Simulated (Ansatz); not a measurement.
`N=C(O)BN`. Charge 0, multiplicity 1. All single points use the PBE0-D4/def2-TZVP geometry. It is one conformer, not always the lowest.

```xyz
10

N    -0.848   -0.707   -1.715
C    -0.482   -0.464   -0.525
O    -1.019   -1.196    0.479
B     0.559    0.626   -0.049
N     0.833    0.748    1.297
H    -0.369   -0.088   -2.362
H    -1.633   -1.821    0.067
H     1.096    1.330   -0.853
H     1.480    1.414    1.680
H     0.383    0.158    1.980
```

What is the dipole moment at B3LYP/def2-TZVPP? (Estimate.)

Computed: 2.56 D, with components (1.20, 1.06, 2.00) D in this frame, pointing from negative to positive charge.

And with PBE, r2SCAN, ωB97M-V? (An estimate is asked.)

Computed: PBE 2.59 D, r2SCAN 2.59 D, ωB97M-V 2.59 D.

Give the Mulliken charges with B3LYP, ωB97M-V, r2SCAN in def2-TZVPP. (Best estimate.)

The calculation gave: 
| atom | B3LYP | ωB97M-V | r2SCAN |
| --- | --- | --- | --- |
| N1 | -0.26 | -0.26 | -0.33 |
| C2 | 0.15 | 0.18 | 0.19 |
| O3 | -0.31 | -0.30 | -0.34 |
| B4 | -0.03 | -0.08 | 0.03 |
| N5 | -0.23 | -0.19 | -0.27 |
| H6 | 0.15 | 0.12 | 0.16 |
| H7 | 0.19 | 0.19 | 0.21 |
| H8 | 0.01 | 0.06 | -0.02 |
| H9 | 0.17 | 0.14 | 0.18 |
| H10 | 0.17 | 0.15 | 0.19 |

B3LYP here is the variant with VWN-RPA as its local correlation; programs differ in this.
